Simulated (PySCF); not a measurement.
One of the candidates below gave these computed data.

All candidates are C3H9NO2Si2.

| technique | computed result |
| --- | --- |
| Triplet | lowest triplet excitation (Tamm–Dancoff): 2.69 eV [TDA B3LYP/def2-SVPD] |
| Rotational structure | rotational constants A, B, C: 2.256, 1.166, 0.823 GHz [GFN2-xTB] |
| UV, strongest line | among the 8 lowest singlet transitions: S7 at 6.06 eV (205 nm, f = 0.016) [TDDFT B3LYP/def2-SVPD] |
| Polarisability | 96.6 au [B3LYP/def2-SVPD] |
| 13C NMR | chemical shifts (computed TMS as zero) by class: 253.6 (1 C), 56.2 (1 C), 41.5 (1 C) ppm [GIAO PBE0/pcSseg-1] |
| NMR, other nuclei | isotropic shieldings of nuclei other than C and H, by class: 229 (1 N), -479 (1 O), 310 (1 O), 362 (1 Si), 392 (1 Si) ppm [GIAO PBE0/pcSseg-1] |

Gas-phase values; electronic properties from PySCF, density fitting. Levels stand in brackets. Isolated species at its GFN2-xTB geometry (one conformer only). NMR classes are plain means over equivalent atoms (diastereotopic ones count apart unless rotation or inversion swaps them), as if these changed places fast.

Question: Which candidate is it?
A. `N#C[Si@H]([SiH3])OCCO`
B. `C/C(C=O)=N/[SiH2]O[SiH3]`
C. `NC[C@@H]1[SiH2]O[SiH2]C1=O`

Answer: C. It is `NC[C@@H]1[SiH2]O[SiH2]C1=O`. Numbering: `[NH2:1][CH2:2][C@@H:3]1[SiH2:4][O:5][SiH2:6][C:7]1=[O:8]`. Its formula, C3H9NO2Si2, gives 2 degrees of unsaturation: 1 ring and 1 π bond in the structure found. 3 carbons fall into 3 classes; from least to most shielded: carbonyl carbon [C7] (253.6 ppm), ring sp3 carbon bound to silicon [C3] (56.2 ppm), chain sp3 carbon bound to nitrogen [C2] (41.5 ppm). The other shieldings belong to: 229 ppm, primary amine nitrogen [N1]; -479 ppm, carbonyl oxygen [O8]; 310 ppm, siloxane oxygen [O5]; 362 ppm, oxygen-bound silicon [Si4]; 392 ppm, oxygen-bound silicon [Si6]. The optimised geometry has point group C1 and is an asymmetric top.

The others, at the same levels:
- `C/C(C=O)=N/[SiH2]O[SiH3]` fails: its computed 13C shifts are 193.8 (1 C), 181.3 (1 C), 27.2 (1 C) ppm and smallest rotational constant is 0.592 GHz (against 0.823 GHz).
- `N#C[Si@H]([SiH3])OCCO` fails: its computed 13C shifts are 127.5 (1 C), 67.7 (1 C), 67.0 (1 C) ppm, lowest triplet excitation (Tamm–Dancoff) is 5.54 eV (against 2.69 eV) and strongest line among the 8 lowest singlet transitions is S3 at 6.68 eV (186 nm, f = 0.025) (against S7 at 6.06 eV).

Each candidate is one conformer, not necessarily the lowest. The conformers computed, where there is a choice (atom-mapped SMILES and torsion angles):
- `[CH3:1]/[C:2]([CH:3]=[O:4])=[N:5]/[SiH2:6][O:7][SiH3:8]`: C1–C2–C3–O4 0°, C2–N5–Si6–O7 1°
- `[N:1]#[C:2][Si@H:3]([SiH3:4])[O:5][CH2:6][CH2:7][OH:8]`: C2–Si3–O5–C6 173°, Si3–O5–C6–C7 47°, O5–C6–C7–O8 -63°, H–O8–C7–C6 169°

The conformers of `NC[C@@H]1[SiH2]O[SiH2]C1=O` aren't listed.
